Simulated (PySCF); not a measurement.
**Computed properties of C₄H₆Cl₂, SMILES C=CCC(Cl)Cl**

4,4-dichlorobut-1-ene (C4H6Cl2), SMILES C=CCC(Cl)Cl. Coordinates come from a ωB97X-D3(BJ)/def2-SVP optimisation. One conformer was computed; it need not be the lowest. All values are computed for the isolated molecule unless a solvent is named; none is compared with measurement here.

**Structure.** All 30 harmonic modes at ωB97X-D3(BJ)/def2-SVP (PySCF) are real, so it is a minimum. With heavy atoms numbered as in [CH2:1]=[CH:2][CH2:3][CH:4]([Cl:5])[Cl:6], the shortest bond between them is C1–C2 at 1.334 Å and the longest C4–Cl5 at 1.781 Å.

**Vibrations.** The strongest infrared lines (harmonic, unscaled, degenerate partners summed) lie at 825 cm⁻¹ (87 km/mol, C 74 %, Cl 14 %, H 12 %), 980 cm⁻¹ (34 km/mol, H 70 %, C 30 %), 711 cm⁻¹ (34 km/mol, C 55 %, H 25 %, Cl 20 %). The softest mode is at 74 cm⁻¹ and the zero-point energy is 57.7 kcal/mol.

**Electronic structure.** CAM-B3LYP/def2-TZVP (PySCF) places the frontier levels at -9.24 and 0.74 eV, a gap of 9.98 eV, and gives a dipole moment of 1.95 D and a mean polarisability of 72.5 bohr³. PBE/def2-TZVP (PySCF) at the same geometry gives -6.75 and -1.46 eV, so its gap is 4.69 eV narrower. An orbital gap is neither the optical nor the fundamental gap.

**Excitations.** TDA-ωB97X/def2-SVPD (PySCF) has S1 at 7.31 eV (170 nm, f = 0.017, weak); the most intense of the 10 singlets computed lies at 7.95 eV (f = 0.39). T1 (TDA) is at 4.45 eV, 2.86 eV under S1. TDA-PBE/def2-SVPD (PySCF) puts S1 at 5.71 eV. No vertical singlet excitation falls in the visible range (under 3.1 eV).

**NMR.** GIAO shifts at PBE0/pcSseg-1 (PySCF) (non-relativistic, atoms alike by connectivity averaged): ¹³C from 55.1 to 145.1 ppm against TMS; ¹H from 2.9 to 6.5 ppm against TMS. Without spin–orbit terms, shifts of atoms bonded to Cl or Br come out too high.

**Solvation.** SMD-ωB97X/6-31G* (PySCF) gives -1.4 kcal/mol in water, -6.7 kcal/mol in dichloromethane, -6.3 kcal/mol in chlorobenzene (1 M in both phases, gas-phase geometry); of these solvents dichloromethane holds the molecule best.
